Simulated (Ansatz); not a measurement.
A series at Si: from tetramethylsilane, ligands are replaced one by one, each step taking up H₂O and setting free CH₄; n counts the steps. Ansatz, PBE0-D4/def2-TZVP geometries. Each molecule was computed in one conformer, which needn't be the lowest.

CBS adds triple-zeta CCSD(T) − MP2 to the MP2 limit, frozen cores; atoms without spin–orbit coupling. 

```tsv
n	molecule	atomization energy, CCSD(T)/CBS (kJ/mol)
0	`C[Si](C)(C)C`	?
1	`C[Si](C)(C)O`	5781.3
2	`C[Si](C)(O)O`	5114.0
3	`C[Si](O)(O)O`	4455.4
4	`O[Si](O)(O)O`	3791.1
```

Q: By hand: fit a straight line y = ȳ + b (n − n̄) to the 4 given rows and predict n = 0.

A: n̄ = 2.500, ȳ = 4785.45; Σ(n − n̄)(y − ȳ) = -3314.60, Σ(n − n̄)² = 5.000, so b = -662.92 kJ/mol a step. Prediction: 4785.45 + (-662.92) × (-2.500) = 6442.8 kJ/mol.

Q: By hand: compare with the computed value, 6456.7 kJ/mol, and give the steps along the whole series.

A: The line misses by 13.9 kJ/mol (computed minus predicted). Steps: -675.4, -667.3, -658.6, -664.3 kJ/mol.

The steps differ by up to 16.8 kJ/mol, small against a whole step but well beyond the method's doubt, so the ligands' effects don't simply add. The miss is 0.5 % of the series' range. The energies themselves are unsure by some kJ/mol a bond, though much of that is common to the series.
